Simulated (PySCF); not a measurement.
## Computed properties of H5NOSeSi, SMILES N[Se]O[SiH3]

Se(NH2)(OSiH3) (H₅NOSeSi), SMILES N[Se]O[SiH3]. Geometry: B3LYP-D3(BJ)/def2-SVP. This is a generated structure with no PubChem entry under its InChIKey; it may be hypothetical. The values are those of a single conformer. All values are computed for the isolated molecule unless a solvent is named; none is compared with measurement here.

**Structure.** All 21 harmonic modes at B3LYP-D3(BJ)/def2-SVP (PySCF) are real, so it is a minimum. With heavy atoms numbered as in [Se:1]([NH2:2])[O:5][SiH3:6], the shortest bond between them is O5–Si6 at 1.678 Å and the longest Se1–O5 at 1.854 Å.

**Vibrations.** The strongest infrared lines (harmonic, unscaled, degenerate partners summed) lie at 884 cm⁻¹ (282 km/mol, O 70 %, Si 26 %), 509 cm⁻¹ (173 km/mol, H 49 %, O 24 %, N 14 %, Se 11 %), 528 cm⁻¹ (142 km/mol, H 46 %, N 32 %, O 15 %). The softest mode is at 69 cm⁻¹ and the zero-point energy is 35.0 kcal/mol.

**Electronic structure.** HF/def2-TZVP (PySCF) places the frontier levels at -9.46 and 2.66 eV, a gap of 12.12 eV, and gives a dipole moment of 1.70 D and a mean polarisability of 58.6 bohr³. PBE/def2-TZVP (PySCF) at the same geometry gives -5.34 and -1.90 eV, so its gap is 8.68 eV narrower. An orbital gap is neither the optical nor the fundamental gap.

**Excitations.** TDA-CAM-B3LYP/def2-SVPD (PySCF) has S1 at 4.06 eV (305 nm, f = 0.001, dark); the most intense of the 10 singlets computed lies at 6.99 eV (f = 0.11). T1 (TDA) is at 3.21 eV, 0.85 eV under S1. TDA-PBE/def2-SVPD (PySCF) puts S1 at 3.79 eV. No vertical singlet excitation falls in the visible range (under 3.1 eV).

**NMR.** GIAO shifts at PBE0/pcSseg-1 (PySCF) (non-relativistic, atoms alike by connectivity averaged): ¹H from 4.6 to 5.1 ppm against TMS; ²⁹Si at -28.8 ppm against TMS.
